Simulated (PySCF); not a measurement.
**H₂NbN at several levels of theory**

All levels use the PBE0 minimum (singlet; Nb–H 1.779 Å (×2), Nb–N 1.646 Å; H–Nb–H 112.0°, H–Nb–N 100.0° (×2)), basis [Nb def2-TZVP with ECP28, N def2-TZVP, H def2-TZVP], scalar-relativistic core potentials, density fitting, no spin–orbit coupling, PySCF. For vertical energies the ionised species is a doublet (spins chosen at PBE0 and kept) and the electron-attached one a doublet. Atomisation goes to high-spin ground-configuration atoms, without zero-point energy. Open shells are unrestricted, also as the reference of the correlated levels. A dash marks a value that was not computed or is not defined at that level.

```
    level  atomisation (kJ/mol)  vertical IP (eV)  vertical EA (eV)  −ε(HOMO) (eV)  gap (eV)  dipole (D)
     PBE0                  1106              9.80              1.47           7.69      4.59        5.28
       HF                   427              8.29              1.17          10.75     10.23        6.26
      MP2                  1225             11.46              0.92              –         –           –
      PBE                  1222              9.81              1.42           6.45      2.29        4.89
    B3LYP                  1169              9.91              1.51           7.52      4.04        5.22
   r2SCAN                  1122              9.76              1.53           6.66      2.78        5.21
    TPSSh                  1173              9.70              1.42           6.95      3.40        5.27
    M06-L                  1227              9.62              1.24           6.55      3.07        5.23
BHandHLYP                  1033              9.67              1.44           8.89      6.59        5.63
```

Spin contamination in at least one species weakens the values at: HF, MP2.

Without diffuse functions attachment energies tend to come out too low.
